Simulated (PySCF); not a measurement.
A structure optimised at PBE-D3(BJ)/def2-SVP, used in a PySCF frequency run:

```xyz
13

O      1.3081     0.6704    -1.0566
B      1.0805    -0.2424    -0.0632
O      2.1224    -0.5524     0.7849
C     -0.3482    -0.8903     0.0686
C     -1.4307    -0.5125    -0.9497
C     -1.5065     0.0135     0.4384
F     -1.2490     1.3431     0.6691
H      2.2091     1.0370    -0.9910
H      1.8568    -1.1811     1.4770
H     -0.4041    -1.9041     0.5043
H     -1.1128     0.1985    -1.7283
H     -2.1634    -1.2700    -1.2692
H     -2.2791    -0.3652     1.1312
```

**Question.** Write its SMILES and formula.

**Answer.** OB(O)[C@@H]1C[C@@H]1F, C₃H₆BFO₂

**Question.** What are its rotational constants (standard atomic weights)?

**Answer.** 4.1187, 1.8253, 1.7900 GHz
